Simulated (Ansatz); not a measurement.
`[CH3][AlH][NH][SiH2]C` + `[CH2]1[AlH][SiH2]1` → `[CH3][Al]1[CH2][SiH2]1` + `C[SiH2][NH][AlH2]`  (formal exchange of groups at a C–Al bond)

Program: Ansatz. Geometries: PBE0-D4/def2-TZVP. ΔE: electronic, gas phase. CCSD(T)/CBS adds triple-zeta CCSD(T) − MP2 to the extrapolated MP2 energy (def2 sets, frozen cores). Functionals use def2-TZVPP. One conformer a species, not always the lowest.

```json
{"species": "`[CH3][AlH][NH][SiH2]C`", "PBE-D4 energy (Eh)": "-668.57772"}
{"species": "`[CH2]1[AlH][SiH2]1`", "PBE-D4 energy (Eh)": "-572.65990"}
{"species": "`[CH3][Al]1[CH2][SiH2]1`", "PBE-D4 energy (Eh)": "-611.95231"}
{"species": "`C[SiH2][NH][AlH2]`", "PBE-D4 energy (Eh)": "-629.28677"}
```

Question: Work out ΔE.

Answer: ΔE = (-611.95231) + (-629.28677) − (-668.57772) − (-572.65990) = -0.00146 Eh = -3.8 kJ/mol. CCSD(T)/CBS gives -3.1 kJ/mol.

Largest T1 diagnostic among the species: 0.013.
